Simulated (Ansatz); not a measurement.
`C[SiH](F)N[SiH](Cl)Cl`, relaxed with RKS PBE0-D4/def2-TZVP in Ansatz from a GFN2-xTB geometry. The force threshold is 0.005 eV/Å; the program also tests the step.

Charge 0, multiplicity 1.

Start:

```xyz
13

C     0.848    1.480   -0.842
Si    0.648    0.716    0.870
F     0.063    1.816    1.898
N    -0.596   -0.498    0.856
Si   -1.051   -1.641   -0.347
Cl   -1.943   -3.181    0.589
Cl    0.609   -2.247   -1.301
H     1.529    2.325   -0.815
H     1.245    0.759   -1.549
H    -0.104    1.835   -1.229
H     1.867    0.233    1.502
H    -1.147   -0.514    1.700
H    -1.966   -1.084   -1.333
```

Q: How much energy does the relaxation release, and in how many steps? (Estimate.)

A: Computed: 14.28 kJ/mol, in 24 steps, 1 of them rejected.

Q: Which bonds change most? (Best estimate.)

A: Computed: Si5–Cl7 from 2.008 to 2.050 Å; C1–Si2 from 1.884 to 1.848 Å; Si5–Cl6 from 2.011 to 2.041 Å; Si2–H11 from 1.456 to 1.481 Å.

Q: Give the relaxed structure. (An estimate is asked.)

A: Computed: 
```xyz
13

C     0.872    1.363   -0.826
Si    0.512    0.845    0.911
F    -0.439    1.947    1.579
N    -0.266   -0.693    0.926
Si   -1.074   -1.503   -0.333
Cl   -2.331   -2.884    0.491
Cl    0.214   -2.496   -1.580
H     1.351    2.345   -0.833
H     1.541    0.651   -1.315
H    -0.044    1.436   -1.418
H     1.707    0.769    1.783
H    -0.207   -1.211    1.793
H    -1.836   -0.569   -1.178
```
